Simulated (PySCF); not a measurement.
C₄H₉NSi₂.
SMILES with atom numbers: `[N:1]#[C:2][C@@H:3]1[CH2:4][Si@H:5]1[CH2:6][SiH3:7]` (hydrogens: H8 on C3; H9, H10 on C4; H11 on Si5; H12, H13 on C6; H14, H15, H16 on Si7)

Computed with PySCF at PBE0/pcSseg-1 and PBE0/def2-SVPD, non-relativistic, on one gas-phase PBE0-D3(BJ)/def2-SVP geometry that isn't relaxed in the solvent. The solvent is an IEF-PCM continuum (Bondi radii, 1.10 Å for H, scaled by 1.2). The model holds no explicit solvent molecules, cavitation or dispersion.

Gas phase at PBE0/pcSseg-1: HOMO -7.42 eV, LUMO -0.08 eV, dipole 5.56 D.

Q: What does the continuum do to the energy, the frontier levels and the dipole at PBE0/pcSseg-1 in dichloromethane and dimethylsulfoxide?

A: 
```
          solvent      ε  E(solvent) − E(gas) (kJ/mol)  polarisation term (kJ/mol)  distortion of the solute (kJ/mol)  HOMO (eV)  LUMO (eV)  dipole (D)
  dichloromethane   8.93                        -28.94                      -34.99                               6.05      -7.31       0.14        6.94
dimethylsulfoxide  46.83                        -33.54                      -41.71                               8.17      -7.30       0.16        7.15
```

The polarisation term is half the interaction of the solute with the surface charges that it induces; the rest is the cost of distorting the solute's density. The sum is the electrostatic part of solvation alone. From dichloromethane to dimethylsulfoxide the lowering changes by a factor 1.16, Onsager's factor (ε − 1)/(2ε + 1) by 1.15 and ε itself by 5.2.

Q: Which radius a makes the point-dipole formula ΔE = −[(ε − 1)/(2ε + 1)]·μ²/a³ give the value in dimethylsulfoxide, with the gas-phase dipole?

A: μ = 2.186 au and |ΔE| = 0.01277 Eh give a = 2.99 Å; the farthest nucleus lies 4.06 Å from the centroid of the nuclei, so such a sphere wouldn't even hold the nuclei. The formula assumes a rigid point dipole at the centre of a sphere.

Q: Which ESP-fitted charges (PBE0/pcSseg-1) respond most in dichloromethane (means over atoms taken as equivalent)?

A: 
```json
{"atoms": "N1", "environment": "nitrile nitrogen", "gas (e)": "-0.485", "solvent (e)": "-0.591", "change": "-0.106"}
{"atoms": "C2", "environment": "nitrile carbon", "gas (e)": "+0.360", "solvent (e)": "+0.434", "change": "+0.074"}
{"atoms": "C3", "environment": "sp3 carbon bound to silicon", "gas (e)": "-0.205", "solvent (e)": "-0.263", "change": "-0.058"}
{"atoms": "Si5", "environment": "SiH silicon", "gas (e)": "+0.348", "solvent (e)": "+0.379", "change": "+0.031"}
{"atoms": "H8", "environment": "methine hydrogen", "gas (e)": "+0.146", "solvent (e)": "+0.173", "change": "+0.027"}
{"atoms": "C6", "environment": "sp3 carbon bound to silicon", "gas (e)": "-0.601", "solvent (e)": "-0.583", "change": "+0.018"}
```

Q: How do the nuclear quadrupole coupling constants eQVzz/h respond in dichloromethane?

A: 
```tsv
nucleus	Q (barn)	gas (MHz)	solvent (MHz)	η gas	η solvent
14N at N1	0.02044	-4.23	-3.83	0.27	0.31
```

Gas phase at PBE0/def2-SVPD: HOMO -7.40 eV, LUMO -0.16 eV, dipole 5.67 D.

Q: What does the continuum do to the energy, the frontier levels and the dipole at PBE0/def2-SVPD in dichloromethane?

A: 
```
        solvent     ε  E(solvent) − E(gas) (kJ/mol)  polarisation term (kJ/mol)  distortion of the solute (kJ/mol)  HOMO (eV)  LUMO (eV)  dipole (D)
dichloromethane  8.93                        -29.94                      -36.55                               6.61      -7.29       0.07        7.13
```

The atom shares or the degeneracy of the LUMO differ from the gas phase in dichloromethane, so that column needn't follow one orbital.

Q: How does the static polarisability (PBE0/def2-SVPD, frozen core, with the continuum's full static response) change?

A: 
```tsv
medium	isotropic (au)	principal values (au)	⟨r²⟩ of the electrons (bohr²)
gas	104.8	86.6, 94.7, 132.9	1461.6
dichloromethane	137.2	115.4, 126.9, 169.4	1464.9
```

The isotropic value in dichloromethane is 1.31 times the gas-phase one; no cavity-field correction is applied. ⟨r²⟩ is taken about the centre of nuclear charge.

The values belong to the conformer `[N:1]#[C:2][C@@H:3]1[CH2:4][Si@H:5]1[CH2:6][SiH3:7]`: C4–Si5–C6–Si7 29°.
